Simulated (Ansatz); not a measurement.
InSi19H28⁻, a doped nanocrystal cut from the lattice of silicon (In on an inner site). Total charge -1; singlet. Geometry r2SCAN-D4/def2-SVP, basis def2-SVP, Ansatz.

| run | HOMO (eV) | LUMO (eV) |
| --- | --- | --- |
| A | -4.41 | 2.50 |
| B | -3.68 | 1.53 |
| C | -3.00 | 0.97 |
| D | -4.68 | 2.68 |

In the def2 sets In takes a core potential; there is no spin–orbit coupling. Single mean-field runs in def2-SVP are fitted with def2-universal-jkfit.

Problem. The runs used BHLYP, CAM-B3LYP, PBE0, r2SCAN. Estimate which is which.

Solution. A BHLYP (50 % exact exchange); B PBE0 (25 % exact exchange); C r2SCAN (0 % exact exchange); D CAM-B3LYP (range-separated). Exact exchange lowers occupied and raises empty levels; among semilocal functionals meta-GGAs tend to open the gap a little, and such runs are hard to tell apart. The gap grows from 3.97 eV (r2SCAN) to 7.37 eV (CAM-B3LYP).
